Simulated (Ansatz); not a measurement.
Cost and result for the atomization energy of C3H6Si, SMILES `C=C1C[SiH2]1` (10 atoms, 10 bonds).

Cartesian coordinates in Å:
```
C 0.497 1.317 -1.074
C 0.184 0.310 -0.281
C -1.018 -0.129 0.516
Si 0.477 -1.245 0.614
H -0.211 2.113 -1.296
H 1.477 1.391 -1.536
H -1.889 -0.453 -0.052
H -1.285 0.482 1.377
H 1.298 -1.251 1.844
H 0.471 -2.534 -0.112
```

The species carries charge 0 and has multiplicity 1. The geometry is a stationary point of PBE0-D4/def2-TZVP. Program: Ansatz. All runs use 2 threads of an Arm Neoverse V2 on a shared host. Times are those of one run each, without the atoms' runs, and a repeat can differ threefold. Electronic energies, without spin–orbit coupling; frozen cores. CCSD(T)/CBS adds CCSD(T) − MP2 in def2-TZVPP to the MP2 limit, and its time is that of the two runs behind it. T1 = 0.012; the RHF reference is unstable towards UHF. B3LYP takes the VWN-RPA correlation (the form of Gaussian; ORCA's B3LYP/G).

CCSD(T)/CBS is a level of theory with its own doubt, some kJ/mol a heavy atom from the limit and from the frozen cores, so smaller differences don't rank the functionals.

```tsv
level	functions	atomization (kcal/mol)	difference from CCSD(T)/CBS	per bond
CCSD(T)/def2-SVP	90	864.1	-42.4	-4.2
ωB97M-V/def2-TZVPP (with forces)	219	910.7	4.2	0.4
LDA (SPW92)/def2-TZVPP	219	1034.0	127.5	12.7
B3LYP-D4/def2-TZVPP (with forces)	219	909.0	2.5	0.2
CCSD(T)/CBS(def2)	–	906.5	0.0	0.0
revPBE-D4/def2-TZVPP	219	907.9	1.4	0.1
CCSD(T)/def2-TZVPP	219	884.8	-21.7	-2.2
B97M-V/def2-TZVPP	219	913.5	7.0	0.7
r2SCAN-D4/def2-TZVPP (with forces)	219	912.5	6.0	0.6
r2SCANh-D4/def2-TZVPP	219	907.8	1.3	0.1
PBE-QIDH/def2-TZVPP	219	906.1	-0.4	0.0
CAM-B3LYP-D4/def2-TZVPP	219	910.7	4.2	0.4
MP2/def2-QZVPP	421	908.8	2.3	0.2
```

Task: Order the runs by time, with rough figures. (An estimate is asked.)

Result: Computed: LDA (SPW92)/def2-TZVPP 1.4 s; revPBE-D4/def2-TZVPP 2.3 s; CCSD(T)/def2-SVP 2.8 s; CAM-B3LYP-D4/def2-TZVPP 3.3 s; B3LYP-D4/def2-TZVPP (with forces) 4.5 s; r2SCAN-D4/def2-TZVPP (with forces) 5.5 s; r2SCANh-D4/def2-TZVPP 5.5 s; PBE-QIDH/def2-TZVPP 6 s; B97M-V/def2-TZVPP 11 s; ωB97M-V/def2-TZVPP (with forces) 12 s; MP2/def2-QZVPP 23 s; CCSD(T)/def2-TZVPP 70 s; CCSD(T)/CBS(def2) 93 s.

From PBE to PBE0 (25 % exact exchange), in def2-TZVPP and without D4, the atomization energy moves by −12.7 kcal/mol: exact exchange takes away binding that semilocal exchange gives to molecules. The D4 term adds +7.2 kcal/mol with B3LYP and +3.7 kcal/mol with PBE0; it sums over pairs of atoms, weighted by their polarisabilities, and B3LYP, whose exchange is more repulsive, gets the larger term. At CCSD(T), def2-SVP lies −42.4 kcal/mol from the extrapolated value and def2-TZVPP −21.7 kcal/mol: correlation converges slowly with the basis, and small sets miss more of it in the bonded molecule than in its fragments.
